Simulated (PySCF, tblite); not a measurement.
Isomers of C8H7FO. Computed with GFN2-xTB (tblite): harmonic, unscaled wavenumbers at the GFN2-xTB geometry, gas phase. The method is semi-empirical: single wavenumbers can be off by several per cent or more. One conformer each.

Electronic energies: PBE0/pcSseg-1 single points on the GFN2-xTB geometries (PySCF, gas phase).

| SMILES | electronic energy, lowest = 0 (kJ/mol) |
| --- | --- |
| CC(=O)c1ccc(F)cc1 | 60.7 |
| Cc1cccc(C(=O)F)c1 | 0.0 |
| Cc1ccccc1C(=O)F | 10.7 |
| C[C@H]1c2cc(O)cc(F)c21 | 312.6 |
| CC(=O)c1cccc(F)c1 | 63.9 |

Q: How do GFN2-xTB zero-point energies change the relative energies?

A: 
```tsv
SMILES	ZPE (kJ/mol)	of it from modes above 1550 cm⁻¹	electronic (kJ/mol)	with ZPE, lowest = 0 (kJ/mol)	lowest mode (cm⁻¹)	rings
Cc1cccc(C(=O)F)c1	330.9	158.3	0.0	0.0	21	1
Cc1ccccc1C(=O)F	332.4	158.1	10.7	12.2	14	1
CC(=O)c1ccc(F)cc1	330.5	158.1	60.7	60.3	28	1
CC(=O)c1cccc(F)c1	330.3	158.2	63.9	63.4	26	1
C[C@H]1c2cc(O)cc(F)c21	329.4	150.8	312.6	311.1	109	2
```

The zero-point energies span 3.0 kJ/mol, from `C[C@H]1c2cc(O)cc(F)c21` to `Cc1ccccc1C(=O)F`. The order is unchanged.

Q: And how do the electronic energies of GFN2-xTB itself compare?

A: `Cc1cccc(C(=O)F)c1` 0.0; `Cc1ccccc1C(=O)F` 8.0; `CC(=O)c1ccc(F)cc1` 41.2; `CC(=O)c1cccc(F)c1` 42.1; `C[C@H]1c2cc(O)cc(F)c21` 215.9 kJ/mol, lowest = 0. Against the energies above, taken from the same isomer `Cc1cccc(C(=O)F)c1`, the largest difference is 96.7 kJ/mol.

Q: What do entropy and thermal enthalpy add at 298.15 K and 1 bar (rigid rotor, harmonic oscillator, one conformer each)?

A: 
| SMILES | point group | symmetry number | S (J/(mol K)) | H − H(0) (kJ/mol) | ZPE + H − H(0) − TS (kJ/mol) |
| --- | --- | --- | --- | --- | --- |
| CC(=O)c1ccc(F)cc1 | Cs | 1 | 394.4 | 26.04 | 238.9 |
| CC(=O)c1cccc(F)c1 | Cs | 1 | 394.5 | 26.04 | 238.8 |
| C[C@H]1c2cc(O)cc(F)c21 | C1 | 1 | 384.5 | 26.05 | 240.8 |

Not tabulated: `Cc1cccc(C(=O)F)c1` (lowest mode only 21 cm⁻¹); `Cc1ccccc1C(=O)F` (lowest mode only 14 cm⁻¹).
